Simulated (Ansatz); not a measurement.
Ansatz (an electronic-structure program) input:

Ansatz 0.2 input:
```yaml
crystal:
  periodic: [false, false, false]
  atoms:
    - {symbol: I, position_ang: [-0.00000000, -0.00000000, -1.66521062]}
    - {symbol: I, position_ang: [0.00000000, 0.00000000, 1.66521062]}
basis:
  gaussian:
    orbitals: def2-TZVPD
hamiltonian:
  xc: {name: wB97X-V}
total_charge: -1
magnetization: {spin_polarized: true, initial_magnetization: 1}
output: {forces: true}
```

**Question.** Which total energy does the run end on?

**Answer.** -595.49999 Eh (wB97X-V/def2-TZVPD). The basis has 118 functions.
